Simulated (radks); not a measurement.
The numbers below are computed, except where a source is named.
Question: The mean radii <r> (bohr) of the occupied orbitals of an atom or ion are listed with their occupations. Code: a radial shooting solver on a logarithmic mesh with Libxc functionals. Model: scalar-relativistic Kohn-Sham, Slater X-alpha with alpha = 0.667, spin-unpolarised, spherical densities, finite nucleus; Fermi nuclear charge, rms radius of each element as measured or else 0.836 A^(1/3) + 0.57 fm.

| orbital | occ. | <r> |
|---|---|---|
| 1s | 2 | 0.04414 |
| 2s | 2 | 0.1963 |
| 2p | 6 | 0.1713 |
| 3s | 2 | 0.5754 |
| 3p | 6 | 0.5907 |
| 3d | 10 | 0.6320 |
| 4s | 2 | 1.795 |
| 4p | 4 | 2.334 |

Name the element and its charge.

Answer: Z = 34, selenium, charge 0: Se in [Ar] 3d10 4s2 4p4. The 1s radius gives Z: for a bare nucleus <r> = (2 gamma + 1)/(2Z) with gamma = sqrt(1 - (Z/c)^2), 0.0432 bohr for Z = 34, and screening makes it slightly larger (0.04414 here). The occupations add up to 34, and the charge is Z minus that.
